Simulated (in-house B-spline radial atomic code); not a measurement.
Ionisation energies along the 6-electron series, configuration [He] 2s2 2p2, as differences of self-consistent energies. Dirac energy differences include first-order Breit, QED and recoil terms. NIST's values go from ground level to ground level; the uncertainty of those that are theory runs from under 0.1 % in few-electron ions to several per cent in heavy many-electron ones. Computed with a B-spline radial code for spherical atoms: Dirac-Hartree-Fock, average of the configuration, finite nuclei.

```
  ion  configuration after  ionisation energy (eV)  IE/(q+1)² (eV)  Breit and QED recoil part (eV)  tabulated value (eV)  tabulated kind  computed minus tabulated (eV)
Co21+         [He] 2s2 2p1                  1835.4          3.7922                        -0.80766                  1844  semi-empirical                             -9
Ni22+         [He] 2s2 2p1                       ?               ?                               ?                     ?  semi-empirical                              ?
Cu23+         [He] 2s2 2p1                  2168.2          3.7642                         -1.0336                2179.4  semi-empirical                            -11
Zn24+         [He] 2s2 2p1                  2345.0           3.752                         -1.1611                  2358  semi-empirical                            -13
Ga25+         [He] 2s2 2p1                       ?               ?                               ?                     ?  semi-empirical                              ?
Ge26+         [He] 2s2 2p1                  2719.8          3.7309                         -1.4464                2737.1  semi-empirical                            -17
As27+         [He] 2s2 2p1                       ?               ?                               ?                     ?  semi-empirical                              ?
Se28+         [He] 2s2 2p1                  3122.9          3.7133                         -1.7764                  3146  semi-empirical                            -23
Br29+         [He] 2s2 2p1                  3335.1          3.7056                         -1.9595                  3361  semi-empirical                            -26
Kr30+         [He] 2s2 2p1                  3554.3          3.6986                         -2.1544                  3584  semi-empirical                            -30
```

(1) Fill in the row of Ni22+.

(2) Fill in the row of Ga25+.

(3) Fill in the row of As27+.

Where a p, d or f electron is removed, the computed value is a mean over both j, so it misses the tabulated one by a part of the spin-orbit splitting; averaging over terms and missing correlation add to the gap, relatively most at low charge.

Results:

(1) ionisation energy (eV): 1998.3; IE/(q+1)² (eV): 3.7775; Breit and QED recoil part (eV): -0.91623; tabulated value (eV): 2008.1; computed minus tabulated (eV): -10.

(2) ionisation energy (eV): 2528.9; IE/(q+1)² (eV): 3.741; Breit and QED recoil part (eV): -1.2984; tabulated value (eV): 2543.9; computed minus tabulated (eV): -15.

(3) ionisation energy (eV): 2917.8; IE/(q+1)² (eV): 3.7217; Breit and QED recoil part (eV): -1.6059; tabulated value (eV): 2938; computed minus tabulated (eV): -20.
